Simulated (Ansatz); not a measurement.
Ideal-gas functions of `[OH][Zr]([OH])([OH])[SH]` at 500 K and 1 bar, from an Ansatz frequency run at PBE0-D4/def2-TZVP.

Molar mass 175.32 g/mol, point group C1 (symmetry number 1), electronic degeneracy 1, moments of inertia 183.035, 296.656, 302.967 u Å². Harmonic wavenumbers (cm⁻¹, unscaled): 56, 108, 119, 129, 152, 168, 176, 220, 231, 242, 270, 324, 368, 506, 711, 716, 721, 2692, 4000, 4005, 4009.

Use S(trans) = R[1.5 ln M + 2.5 ln T − 1.1517]; rotational temperatures θ = 24.2544 K / I; S(rot) = R[ln(√π/σ · √(T³/θAθBθC)) + 1.5]; for each mode x = 1.438777 ν̃/T, S = R[x/(eˣ − 1) − ln(1 − e⁻ˣ)] and H = RT x/(eˣ − 1); 1 cm⁻¹ = 0.0119627 kJ/mol; R = 8.31446 J/(mol·K).

Q: By hand: the entropy, in J/(mol·K).

A: Translation 184.0. Rotation: θ = 0.1325, 0.0818, 0.0801 K, giving 124.0. Vibration, mode by mode: 23.50, 18.06, 17.27, 16.60, 15.26, 14.44, 14.06, 12.25, 11.86, 11.49, 10.62, 9.19, 8.22, 5.89, 3.68, 3.63, 3.59, 0.03, 0.00, 0.00, 0.00, in all 199.6. Electronic 0.0. Sum 507.6 J/(mol·K).

Q: By hand: H − E and G − E in kJ/mol, counted from the electronic energy.

A: Zero-point energy ½ × 19923 × 0.0119627 = 119.2; thermal vibration 46.0; translation, rotation and pV give 4 RT = 16.6. H − E = 181.8 kJ/mol, and G − E = 181.8 − 500 × 507.6/1000 = -72.0 kJ/mol.

Vibration gives 39 % of the entropy, 75.4 J/(mol·K) of it from the modes under 150 cm⁻¹: soft modes count most, and the harmonic formula is weakest for them. The sum counts one conformer and one mirror image; others add a mixing term.
